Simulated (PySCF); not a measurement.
## MI cations for M along group 12

CCSD(T) with double-zeta basis sets in PySCF, for the lowest determinant that a PBE0 search found; no spin–orbit coupling. De refers to high-spin ground-configuration atoms (the charge goes to the atom of lower measured ionisation energy or higher electron affinity, which is not always the lowest computed limit).

| M | basis | reference, frozen orbitals | charged atom | state (unpaired electrons) | Re (Å) | ωe (cm⁻¹) | De (eV) |
| --- | --- | --- | --- | --- | --- | --- | --- |
| Zn | def2-SVP | RHF, 9 | Zn+ | singlet (closed shell) | 2.412 | 267 | 1.98 |
| Cd | def2-SVP | RHF, 4 | Cd+ | singlet (closed shell) | 2.588 | 214 | 1.73 |
| Hg | def2-SVP | RHF, 4 | Hg+ | singlet (closed shell) | 2.629 | 177 | 1.73 |

The shortest bond is that of ZnI⁺ (2.412 Å), the longest that of HgI⁺ (2.629 Å).

Down a group the atoms grow and get heavier, so bonds lengthen and wavenumbers fall; this series shows no clear exception.

Correlated steps freeze the inner cores (4 to 9 orbitals); shallow outer-core shells are correlated. Correlated levels converge slowly with the basis: in double zeta they bind strong bonds too weakly, by up to about 1 eV, and carry superposition errors of some tenths. Spin–orbit coupling is left out, which matters for elements this heavy, above all for dissociation energies. For an ion De counts to the pair picked by the measured ionisation energies or electron affinities, which need not be the lowest pair at this level. Where the molecule has an RHF reference, its open-shell atoms are computed with UHF.
